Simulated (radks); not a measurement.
Values are calculated unless marked as measured or tabulated.
Problem. Er I, 68 electrons, occupied as [Xe] 4f12 6s2 (the NIST ground configuration). Level of theory: non-relativistic Kohn-Sham, r2SCAN, spin-polarised, spherical densities, point nucleus; open shells are filled with parallel spins first (spin-orbit coupling, left out, can overturn this in heavy ions); meta-GGA in the generalised Kohn-Sham scheme; relativity is left out, which matters for an element this heavy (a radial shooting solver on a logarithmic mesh with Libxc functionals). Some entries of the table are withheld. Estimate them.

| orbital | occ. | eigenvalue (hartree) | <1/r> (bohr^-1) |
|---|---|---|---|
| 1s up | 1 | -1966.036 | 67.45 |
| 1s down | 1 | -1966.036 | 67.45 |
| 2s up | 1 | -317.7585 | 15.75 |
| 2s down | 1 | -317.7580 | 15.75 |
| 2p up | 3 | -303.1142 | 15.77 |
| 2p down | 3 | -303.1137 | 15.77 |
| 3s up | 1 | -70.93838 | 6.004 |
| 3s down | 1 | -70.88636 | 6.006 |
| 3p up | 3 | -64.30745 | 5.938 |
| 3p down | 3 | -64.26009 | 5.941 |
| 3d up | 5 | -51.98262 | 5.839 |
| 3d down | 5 | -51.94866 | 5.842 |
| 4s up | 1 | -13.79080 | 2.559 |
| 4s down | 1 | -13.70413 | 2.557 |
| 4p up | 3 | -11.10422 | 2.461 |
| 4p down | 3 | -11.01711 | 2.459 |
| 4d up | 5 | -6.28742 | 2.252 |
| 4d down | 5 | -6.19998 | 2.249 |
| 5s up | 1 | -1.68431 | 0.9608 |
| 5s down | 1 | -1.65409 | 0.9519 |
| 5p up | 3 | -0.97682 | 0.8423 |
| 5p down | 3 | -0.95487 | 0.8333 |
| 4f up | 7 | (1) | 1.710 |
| 4f down | 5 | (2) | 1.689 |
| 6s up | 1 | -0.13416 | 0.2825 |
| 6s down | 1 | -0.13180 | 0.2792 |

Solution. 
(1) 4f up eigenvalue (hartree): -0.30857
(2) 4f down eigenvalue (hartree): -0.23022
